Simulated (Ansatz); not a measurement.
Relaxation of ClH$_{6}$OSiSn (10 atoms, charge 0, multiplicity 2), to a largest force component of 0.03 eV/Å in at most 50 steps.

Method: Ansatz, UKS B3LYP/def2-SVP.

```xyz
10
Properties=species:S:1:pos:R:3
Sn 0.112 0.060 -0.298
Cl 0.059 -0.055 3.313
H 1.601 -0.030 -1.206
H -0.950 1.266 -1.015
O -0.696 -1.742 -0.713
H -1.613 -1.806 -0.407
Si 0.010 0.005 5.427
H -0.750 -1.174 5.916
H 1.408 -0.032 5.930
H -0.660 1.264 5.844
```

Where does it end, and by what steps?

The forces met the threshold. The force dipped under the threshold on the way, but the program's further checks kept it going. After 17 steps the energy has fallen by 0.030 eV; H3 moved furthest, 0.68 Å.

| step | energy less start (eV) | largest force component (eV/Å) | accepted |
| --- | --- | --- | --- |
| 0 | 0.0000 | 0.501 | yes |
| 1 | -0.0215 | 0.232 | yes |
| 2 | -0.0235 | 0.270 | yes |
| 3 | -0.0246 | 0.109 | yes |
| 4 | -0.0251 | 0.007 | yes |
| 5 | -0.0254 | 0.102 | yes |
| 6 | -0.0257 | 0.136 | yes |
| 7 | -0.0260 | 0.038 | yes |
| 8 | -0.0265 | 0.022 | yes |
| 9 | -0.0245 | 0.217 | no |
| 10 | -0.0269 | 0.068 | yes |
| 11 | -0.0271 | 0.125 | yes |
| 12 | -0.0274 | 0.083 | yes |
| 13 | -0.0278 | 0.019 | yes |
| 14 | -0.0283 | 0.058 | yes |
| 15 | -0.0285 | 0.088 | yes |
| 16 | -0.0290 | 0.063 | yes |
| 17 | -0.0298 | 0.017 | yes |

```xyz
10
Properties=species:S:1:pos:R:3
Sn 0.294 -0.143 -0.553
Cl 0.050 0.287 3.554
H 1.437 -0.046 -1.869
H -0.821 1.213 -0.633
O -0.744 -1.789 -1.077
H -1.557 -1.891 -0.561
Si -0.022 0.068 5.626
H -0.793 -1.161 5.952
H 1.367 -0.045 6.142
H -0.691 1.262 6.209
```

Whether the end is a true minimum wasn't checked by a vibrational analysis.

Time of the run: 49 s on 4 threads of Arm Neoverse V2 (shared host), peak memory 0.36 GiB.
